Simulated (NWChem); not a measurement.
System: PbS, singlet; SMILES [S]=[Pb]

All runs: NWChem. Low-valent species are run as closed-shell singlets; no triplet was tried in these runs. All runs use the structure optimised with PBE0-D3(BJ)/def2-TZVP. def2 effective core potentials on Pb; no spin-orbit coupling. B3LYP is NWChem's, with the RPA form of VWN correlation. Static field.

**Question.** Order these by “anisotropy (bohr³)”, lowest first: CAM-B3LYP/def2-SVPD; PBE/def2-SVPD; B3LYP/def2-SVPD.

**Answer.** CAM-B3LYP/def2-SVPD (44.3), B3LYP/def2-SVPD (46.0), PBE/def2-SVPD (47.0)
